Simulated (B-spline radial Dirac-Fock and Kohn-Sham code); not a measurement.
**Successive ionisation energies of thulium: Dirac-Fock against NIST**

Level of theory: multi-electron Dirac-Fock with separately optimised hole states, Breit and Lamb-shift corrections added in first order; a B-spline atomic structure program. Each value is the difference of the configuration-average energies of two neighbouring ions in their tabulated ground configurations. Electron correlation is not included. NIST's values refer to the lowest levels; many for high charge states are themselves semi-empirical or theoretical. Where a p, d or f shell is open in either ion the computed value averages over both j values and all terms, while the table refers to the lowest levels; that difference holds spin-orbit splitting (largest in heavy or highly charged ions), term energies where several electrons share open shells, and correlation, and it can reach 10 % or more.

```
  ion  configuration  computed (eV)        NIST (eV)         kind  NIST − computed (eV)
Tm⁵⁶⁺   [Ne] 3s2 3p1         5480.5         5656 ± 5  theoretical               +175.46
Tm⁵⁷⁺       [Ne] 3s2         5901.0         5901 ± 6  theoretical                 +0.05
Tm⁵⁸⁺       [Ne] 3s1         6023.1         6023 ± 6  theoretical                 -0.07
Tm⁵⁹⁺   [He] 2s2 2p6        13682.9        13347 ± 7  theoretical               -335.95
Tm⁶⁰⁺   [He] 2s2 2p5        14004.4       13651 ± 10  theoretical               -353.40
Tm⁶¹⁺   [He] 2s2 2p4        14329.1       13988 ± 12  theoretical               -341.13
Tm⁶²⁺   [He] 2s2 2p3        14657.1       14300 ± 15  theoretical               -357.14
Tm⁶³⁺   [He] 2s2 2p2        14988.4       15663 ± 19  theoretical               +674.57
Tm⁶⁴⁺   [He] 2s2 2p1        15323.0       16036 ± 24  theoretical               +712.99
Tm⁶⁷⁺            1s2        67961.2  67965.25 ± 0.12  theoretical                 +4.02
Tm⁶⁸⁺            1s1        69387.3  69387.45 ± 0.09  theoretical                 +0.12
```
